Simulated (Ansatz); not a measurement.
Program: Ansatz. Geometries: PBE0-D4/def2-TZVP. ΔE: electronic, gas phase. CCSD(T)/CBS adds triple-zeta CCSD(T) − MP2 to the extrapolated MP2 energy (def2 sets, frozen cores). This one scheme is used for every species. Functionals use def2-TZVPP. B3LYP here is the variant with VWN-RPA as its local correlation; programs differ in this. HSE06 is defined as in plane-wave codes. One conformer a species, not always the lowest.

`O[Si](F)(F)[SiH3]` + BH₃ → `B[Si](F)(F)[SiH3]` + H₂O  (formal exchange of groups at the Si–O bond)

`O[Si](F)(F)[SiH3]`:

Cartesian coordinates in Å:
```
O 1.815 0.263 0.592
Si 0.665 0.118 -0.540
F 0.641 1.414 -1.465
F 1.024 -1.072 -1.535
Si -1.394 -0.229 0.491
H 2.729 0.411 0.342
H -2.442 -0.366 -0.552
H -1.706 0.931 1.364
H -1.332 -1.469 1.304
```

BH₃:

```xyz
4

B     0.000    0.000    0.000
H    -1.038    0.548   -0.218
H     0.630    0.281    0.974
H     0.408   -0.829   -0.756
```

`B[Si](F)(F)[SiH3]`:

Z-matrix (Å, degrees):
```
Si
F 1 1.601
F 1 1.601 2 105.4
B 1 2.008 2 111.4 3 120.9
Si 1 2.360 2 108.0 3 -115.4
H 4 1.195 1 120.7 2 -152.5
H 4 1.194 1 120.8 2 33.7
H 5 1.488 1 109.6 2 -65.2
H 5 1.487 1 109.8 2 55.1
H 5 1.487 1 109.7 2 175.5
```

H₂O:

Z-matrix (Å, degrees):
```
O
H 1 0.960
H 1 0.960 2 105.1
```

```
             level  ΔE (kcal/mol)  difference from CCSD(T)/CBS
       LDA (SPW92)           32.1                         -3.0
         revPBE-D4           30.3                         -4.8
           BLYP-D4           33.8                         -1.3
         r2SCAN-D4           35.0                         -0.1
            B97M-V           34.6                         -0.5
           PBE0-D4           32.4                         -2.7
        r2SCAN0-D4           35.9                          0.8
          HSE06-D4           32.3                         -2.8
          BHLYP-D4           37.7                          2.6
      CAM-B3LYP-D4           37.1                          2.0
           ωB97X-V           35.4                          0.3
           ωB97M-V           36.5                          1.4
            B2PLYP           36.8                          1.7
          PBE-QIDH           35.5                          0.4
               PBE           30.6                         -4.5
            revPBE           30.0                         -5.1
              BLYP           34.0                         -1.1
            r2SCAN           35.1                          0.0
              PBE0           32.6                         -2.5
             B3LYP           35.5                          0.4
           r2SCANh           35.5                          0.4
           r2SCAN0           36.0                          0.9
             HSE06           32.5                         -2.6
         CAM-B3LYP           37.3                          2.2
           LC-ωPBE           34.4                         -0.7
RPA@PBE/def2-TZVPP           35.2                          0.1
       HF/def2-SVP           37.5                          2.4
      MP2/def2-SVP           36.4                          1.3
     CCSD/def2-SVP           34.5                         -0.6
  CCSD(T)/def2-SVP           34.1                         -1.0
     HF/def2-TZVPP           40.6                          5.5
SCS-MP2/def2-TZVPP           37.9                          2.8
   CCSD/def2-TZVPP           36.2                          1.1
CCSD(T)/def2-TZVPP           35.7                          0.6
     HF/def2-QZVPP           40.8                          5.7
    MP2/def2-QZVPP           37.3                          2.2
SCS-MP2/def2-QZVPP           37.5                          2.4
      HF/CBS(def2)           40.9                          5.8
     MP2/CBS(def2)           37.0                          1.9
    CCSD/CBS(def2)           35.6                          0.5
       CCSD(T)/CBS           35.1                            0
```

Largest T1 diagnostic among the species: 0.013.

In def2-TZVPP, CCSD(T) changes the Hartree–Fock value by −4.9 kcal/mol (the triples alone add −0.5 kcal/mol) and MP2 by −3.0 kcal/mol. From r2SCAN to r2SCAN0 (25 % exact exchange), in def2-TZVPP and without D4, ΔE moves by +0.9 kcal/mol.
